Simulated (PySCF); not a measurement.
CH8FNOSi2, SMILES [Si@H](N)(F)O[SiH2]C.

Coordinates come from a PBE-D3(BJ)/def2-SVP optimisation. The structure was generated by enumeration; whether it is a known compound was not checked. One conformer was computed; it need not be the lowest.

The numbers are results of PySCF with PBE-D3(BJ)/def2-SVP, not measurements.

Frequencies are harmonic and unscaled.

```
mode  ν (cm⁻¹)  IR (km/mol)   moving atoms (share of kinetic energy)
----  --------  -----------  ---------------------------------------
1           42          0.7   H 35 %, Si 20 %, C 17 %, O 11 %, F 9 %
2           48          2.2    F 38 %, C 20 %, N 16 %, H 16 %, O 9 %
3           90          1.3  N 28 %, C 24 %, H 18 %, O 13 %, Si 11 %
4          169          6.0                           H 73 %, F 10 %
5          180          0.0                                   H 93 %
6          213          9.2          Si 32 %, H 24 %, C 19 %, F 18 %
7          288          9.4  O 39 %, F 22 %, H 13 %, Si 13 %, N 12 %
8          324          9.3           H 47 %, N 21 %, F 15 %, O 10 %
9          380        103.9                           H 78 %, N 14 %
10         418         80.9   Si 41 %, O 23 %, N 16 %, F 11 %, H 8 %
11         486         13.5                                   H 92 %
12         601          1.9           Si 41 %, O 29 %, H 17 %, C 8 %
13         676          1.1                  H 46 %, C 34 %, Si 18 %
14         714         31.8                                   H 85 %
15         740         19.9                  H 68 %, C 11 %, Si 11 %
16         746         26.0                  H 68 %, C 11 %, Si 10 %
17         785         44.8                           H 61 %, N 28 %
18         816         21.3                  H 50 %, F 37 %, Si 10 %
19         854         15.1                   H 73 %, C 16 %, Si 8 %
20         871        280.9                  H 61 %, Si 21 %, N 12 %
21         914        198.4                  H 50 %, Si 31 %, N 10 %
22         933        241.5                          H 72 %, Si 18 %
23         949        185.2                   H 62 %, Si 22 %, O 9 %
24        1031        339.0                  O 65 %, Si 23 %, H 11 %
25        1217         36.0                           H 78 %, C 22 %
26        1374          2.5                                   H 96 %
27        1390          6.1                                   H 96 %
28        1485         58.7                           H 89 %, N 11 %
29        2149        141.3                                   H 97 %
30        2176        138.9                                   H 97 %
31        2223        155.7                                   H 97 %
32        2977          1.5                                   H 97 %
33        3081          3.2                            H 91 %, C 9 %
34        3085          0.7                            H 91 %, C 9 %
35        3494         31.0                                   H 96 %
36        3591         30.5                            H 91 %, N 9 %
```
